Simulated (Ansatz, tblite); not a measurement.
Cost and result up the ladder for the cluster Nb3O5 (8 atoms). The state is a doublet with charge 0. Geometry: PBE0-D4/def2-SVP.

```xyz
8

Nb   -1.069    1.030    0.541
Nb    0.467    0.046   -1.617
Nb   -0.297   -1.894    0.172
O     2.111    0.355   -1.389
O     1.206   -2.134    0.893
O    -1.503   -0.745    1.137
O    -0.876    1.442   -1.312
O    -0.039    1.899    1.575
```

Ansatz on 2 threads of AMD EPYC 7R13 on a shared host and a share (18 GiB) of an NVIDIA H100 80GB HBM3; xTB runs through tblite on one thread. Times are rough, summed over both states, and most runs start from the orbitals of an earlier one. PBE0-D4/def2-TZVP serves as the yardstick here, not as an exact answer. The other state is a quartet at its own geometry.

In the def2 sets Nb takes a core potential; there is no spin–orbit coupling. The xTB rows come from tblite. The structure comes from a short search, and lower isomers may exist.

Run but left out: HF/STO-3G, HF/def2-TZVP, BHLYP-D4/def2-TZVP, MP2/def2-TZVP (doublet: ⟨S²⟩ 1.06 to 2.00, where a pure state has 0.75).

xTB has no spin-polarisation term.

```json
{"level": "PBE0-D4/def2-TZVP (with forces)", "functions": "275", "quartet − doublet (eV)": "0.61", "difference from PBE0-D4/def2-TZVP (eV)": "0.00"}
{"level": "LDA (SPW92)/def2-TZVP", "functions": "275", "quartet − doublet (eV)": "1.08", "difference from PBE0-D4/def2-TZVP (eV)": "0.47"}
{"level": "GFN1-xTB", "functions": "47", "quartet − doublet (eV)": "0.71", "difference from PBE0-D4/def2-TZVP (eV)": "0.10"}
{"level": "r2SCAN-D4/def2-TZVP", "functions": "275", "quartet − doublet (eV)": "0.66", "difference from PBE0-D4/def2-TZVP (eV)": "0.05"}
{"level": "GFN2-xTB", "functions": "47", "quartet − doublet (eV)": "0.42", "difference from PBE0-D4/def2-TZVP (eV)": "-0.19"}
{"level": "PBE-D4/def2-TZVP", "functions": "275", "quartet − doublet (eV)": "0.84", "difference from PBE0-D4/def2-TZVP (eV)": "0.23"}
```

Estimate how long each takes.

GFN1-xTB 0.022 s; GFN2-xTB 0.063 s; LDA (SPW92)/def2-TZVP 26 s; r2SCAN-D4/def2-TZVP 26 s; PBE-D4/def2-TZVP 26 s; PBE0-D4/def2-TZVP (with forces) 34 s. On shared hardware such times vary by a factor of up to 3.
